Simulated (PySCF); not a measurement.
**N⁺ (nitrogen, charge +1) across methods**

[He] 2s2 2p1 3s1, high-spin 3P determinant (an excited configuration). All numbers are calculated (PySCF 2.14, no relativity, point nucleus, in aug-cc-pVQZ with one added diffuse shell each of s, p, d, f, g type (7s6p5d4f3g, 105 functions)).

```csv
method,E (hartree),mean ε 2s β (eV),mean ε 2p α (eV),mean ε 3s α (eV),Σ⟨r²⟩ (bohr²),⟨S²⟩
BLYP,-53.3777,-39.490,-30.793,-8.735,20.90,2.001
LDA,-52.8966,-39.405,-30.534,-8.927,20.98,2.001
wB97X,-53.3649,-44.281,-35.715,-10.958,21.46,2.002
PW91,-53.3489,-39.611,-30.883,-8.955,21.01,2.001
B97-3,-53.3638,-41.803,-33.324,-9.462,21.14,2.002
r2SCAN,-53.3393,-40.008,-31.774,-8.941,21.27,2.003
PBE0,-53.3207,-41.504,-33.189,-9.511,21.16,2.002
UHF,-53.21911,-46.018,-40.042,-10.869,21.89,2.004
```

(1) Estimate the same row for PBE.

The outer electron is Rydberg-like, and this basis confines it to a smaller radius and binds it less than a complete one would.

Results:

(1) E (hartree) = -53.3115; mean ε 2s β (eV) = -39.561; mean ε 2p α (eV) = -30.761; mean ε 3s α (eV) = -8.927; Σ⟨r²⟩ (bohr²) = 21.04; ⟨S²⟩ = 2.001.
